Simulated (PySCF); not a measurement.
Species: C₅H₉OSi (doublet state).
Cartesian coordinates in Å at the GFN2-xTB level; atoms count from 1:
```xyz
16
C5H9OSi angstrom
Si     3.1067    0.2700    0.2974
O      2.2069   -0.8615   -0.4547
C      0.8706   -1.0691   -0.3357
C      0.0562   -0.4058    0.4274
C     -1.2892   -0.2092    0.8316
C     -2.4296   -0.2037   -0.1873
C     -2.0106    1.0712    0.4565
H      3.0533    0.1016    1.7503
H      2.6407    1.6169   -0.0399
H      4.4020   -0.0533   -0.2811
H      0.5627   -1.9113   -0.9687
H     -1.5285   -0.6111    1.8111
H     -2.1668   -0.3657   -1.2206
H     -3.3585   -0.6625    0.1152
H     -1.4668    1.7853   -0.1428
H     -2.6566    1.5171    1.1973
```

The hyperfine couplings belong to this conformer and change with its torsions.

The species is `[SiH3]O/C=[C]/C1CC1` [radical].

Method: PySCF 2.14.0, UKS B3LYP, pcH-1 on C H O Si, non-relativistic, mean-field spin-orbit, GIAO. One conformer (not necessarily the lowest) at the GFN2-xTB geometry, without solvent, vibrations or thermal averaging. The geometry wasn't refined by DFT: couplings that depend on bond lengths, twists or pyramidal angles can differ widely from those at the functional's own minimum. The SCF solution wasn't tested for stability.

Principal values of hyperfine tensors in MHz (contact, dipolar and spin–orbit terms together), for some of the nuclei:

```csv
atom,isotope,A1,A2,A3
C4,13C,116.47,134.74,324.18
H11,1H,113.19,118.21,125.35
C6,13C,36.22,36.37,68.34
O2,17O,-47.65,-32.51,-27.84
C3,13C,-45.14,-28.67,-7.68
H14,1H,5.15,9.70,17.78
H13,1H,-13.45,-8.05,-0.61
H12,1H,1.40,3.67,14.98
```

Question: Split each tensor into its isotropic and traceless parts, and turn a_iso into mT with g = 2.0025.

Answer: a_iso is a third of the trace, T = A − a_iso, and a(mT) = a(MHz)/(g × 13.996). The tensors hold a spin–orbit part: the run splits a_iso into a_FC + a_SO, and T includes its anisotropic share.

| atom | a_iso (MHz) | a_FC | a_SO | a_iso (mT) | T1 | T2 | T3 |
| --- | --- | --- | --- | --- | --- | --- | --- |
| C4 | 191.80 | 191.86 | -0.07 | 6.843 | -75.33 | -57.06 | 132.39 |
| H11 | 118.92 | 118.92 | 0.00 | 4.243 | -5.73 | -0.71 | 6.43 |
| C6 | 46.98 | 46.99 | -0.01 | 1.676 | -10.76 | -10.61 | 21.37 |
| O2 | -36.00 | -35.99 | -0.01 | -1.284 | -11.65 | 3.49 | 8.16 |
| C3 | -27.16 | -27.16 | -0.01 | -0.969 | -17.98 | -1.51 | 19.49 |
| H14 | 10.88 | 10.87 | 0.00 | 0.388 | -5.73 | -1.17 | 6.90 |
| H13 | -7.37 | -7.37 | 0.00 | -0.263 | -6.07 | -0.68 | 6.76 |
| H12 | 6.68 | 6.68 | 0.00 | 0.238 | -5.29 | -3.01 | 8.30 |

Question: What spin density at the nucleus of H14 lies behind its contact coupling (g_N = 5.58569)?

Answer: a_FC = (2μ0/3) gₑ μB g_N μN ρ(0)/(2S·h) = 800.24 MHz × g_N × ρ(0)/(2S), with ρ in bohr⁻³. With a_FC = 10.87 MHz and 2S = 1, ρ(0) = 0.002432 bohr⁻³. In magnitude that is 0.8 % of the 1/π = 0.318 of a free hydrogen atom.

Question: C7 (13C, g_N = 1.40482) isn't in the table. Its spin density at the nucleus is 0.02448 bohr⁻³. What is its contact coupling?

Answer: By the same relation, a_FC = 27.5 MHz. Its full tensor has the principal values 21.67, 21.84, 39.04 MHz.

Question: Which nucleus of the table has the largest anisotropic coupling, and what is its form?

Answer: C4: -75.3, -57.1, 132.4 MHz, rhombic: the two smaller values differ by 14 % of the largest.

Question: What first-order splitting does H11 cause when the field lies along A1, A2 or A3 of its tensor (g taken as isotropic, no quadrupole term)?

Answer: 2 lines (I = 1/2), spaced by |A_i|/(g × 13.996): 4.04, 4.22, 4.47 mT along the axes of A1, A2 and A3.
